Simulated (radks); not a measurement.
All-electron atom: Zn7+ in [Ar] 3d5 (the NIST ground configuration). Calculated with a radial shooting solver on a logarithmic mesh with Libxc functionals: scalar-relativistic Kohn-Sham, PBE, spin-polarised, spherical densities, finite nucleus; open shells are filled with parallel spins first; Fermi nuclear charge, rms radius 3.9283 fm.

Unscreened Slater integrals over Kohn-Sham orbitals (eV). They are taken over the spin-up orbitals. Empty in this configuration: 4s.

F0(3d,3d): 37.063
F2(3d,3d): 18.117
F4(3d,3d): 11.479
F0(3d,3p): 36.890
F2(3d,3p): 17.953
G1(3d,3p): 21.551
G3(3d,3p): 13.506
F0(3d,3s): 37.219
G2(3d,3s): 16.563
F0(3d,2p): 49.457
F2(3d,2p): 11.234
G1(3d,2p): 8.9793
G3(3d,2p): 5.1179
F0(3d,4s): 19.828
G2(3d,4s): 2.0270
F0(3p,3p): 37.097
F2(3p,3p): 18.717
F0(3p,3s): 37.396
G1(3p,3s): 24.805
F0(3p,2p): 50.004
F2(3p,2p): 10.613
G0(3p,2p): 4.1628
G2(3p,2p): 4.4109
F0(3p,4s): 19.861
G1(3p,4s): 1.7738
F0(3s,3s): 37.741
F0(3s,2p): 50.014
G1(3s,2p): 4.3382
F0(3s,4s): 19.909
G0(3s,4s): 1.3141
F0(2p,2p): 125.18
F2(2p,2p): 59.077
F0(2p,4s): 22.149
G1(2p,4s): 0.81595
F0(4s,4s): 15.866

Derived for the open shells (J is the average intra-shell exchange parameter used in DFT+U). 3d: Racah B = F2/49 - 5 F4/441 = 0.2396 eV, C = 35 F4/441 = 0.9111 eV, C/B = 3.80, F4/F2 = 0.634, J = (F2 + F4)/14 = 2.114 eV.
